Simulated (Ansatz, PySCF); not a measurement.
This Ansatz (an electronic-structure program) input computes a PBE/def2-TZVPD energy:

Ansatz 0.2 input:
```yaml
crystal:
  periodic: [false, false, false]
  atoms:
    - {symbol: O, position_ang: [-2.29498845, -0.38450251, 0.52044252]}
    - {symbol: C, position_ang: [-1.11923642, -0.13436138, 0.22358043]}
    - {symbol: C, position_ang: [0.06915368, 0.01046777, -0.01504621]}
    - {symbol: C, position_ang: [1.34764172, 0.17449399, -0.27643776]}
    - {symbol: O, position_ang: [2.44560772, 0.31497140, -0.50070003]}
    - {symbol: H, position_ang: [-2.99030809, 0.25264660, 0.24948128]}
basis:
  gaussian:
    orbitals: def2-TZVPD
hamiltonian:
  xc: {name: PBE}
total_charge: 1
output: {forces: true}
```

Question: Write an input for the same energy in PySCF and say what it gives.

Answer: 
```python
from pyscf import gto, scf, dft

mol = gto.M(
    atom='''
    O    -2.29498845   -0.38450251    0.52044252
    C    -1.11923642   -0.13436138    0.22358043
    C     0.06915368    0.01046777   -0.01504621
    C     1.34764172    0.17449399   -0.27643776
    O     2.44560772    0.31497140   -0.50070003
    H    -2.99030809    0.25264660    0.24948128
    ''',
    basis='def2-tzvpd',
    charge=1,
    spin=0,
    verbose=4,
)

mf = dft.RKS(mol, xc='pbe').density_fit(auxbasis='def2-universal-jkfit')
mf.grids.level = 3
mf.conv_tol = 1e-9
mf.max_cycle = 100
mf.max_memory = 1500
mf.kernel()
if not mf.converged:
    mf = mf.newton()
    mf.kernel(mf.make_rdm1())
mf.analyze()
```
It gives -264.80554 Eh, and Ansatz -264.80549 Eh, a difference of 0.05 mEh, from the treatment of integrals and grids.

It need not be the lowest isomer of its formula.
